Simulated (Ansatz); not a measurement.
Species: CH5ClOSi, charge 0, singlet. CH5ClOSi (chlorosilylmethanol, SMILES OC[SiH2]Cl).
B3LYP-D3(BJ)/def2-TZVP minimum from Ansatz (a quantum-chemistry and plane-wave program):
```
C
H 1 1.0917
H 1 1.0999 2 106.52
O 1 1.4299 2 106.17 3 119.03
H 4 0.9632 1 109.11 2 178.93
Si 1 1.8863 2 109.54 3 -118.00
H 6 1.4792 1 110.67 2 66.79
H 6 1.4809 7 110.35 1 -120.94
Cl 6 2.0645 7 108.39 8 -117.56
```
Charge 0, spin multiplicity 1.

Atomisation energy term by term, kcal/mol (programs: Ansatz). UHF or UKS for unpaired electrons; spin-orbit terms are left out. Cores are frozen in correlated methods. Rows without X2C or -DK are non-relativistic. CBS(X,Y): correlation extrapolated as X^-3, Hartree-Fock from the larger set. A bracket is a step between two methods taken in the basis named. '+ core + X2C': CCSD(T) terms for core correlation (cc-pwCVTZ, 1s frozen past Ne) and scalar relativity (cc-pVTZ-DK). For partners of very few electrons the exact lower level stands in for a higher one.

| term | basis | kcal/mol |
|---|---|---|
| Hartree-Fock | cc-pV(Q+d)Z | 535.03 |
| CCSD correlation | CBS(cc-pV(T+d)Z,cc-pV(Q+d)Z) | 189.17 |
| (T) | CBS(cc-pV(T+d)Z,cc-pV(Q+d)Z) | 11.75 |
| CCSDT(Q) - CCSD(T) | cc-pV(D+d)Z | 0.60 |
| core correlation | cc-pwCVTZ | 1.48 |
| scalar relativity | X2C, cc-pVTZ-DK | -1.35 |
| sum: De |  | 736.7 |
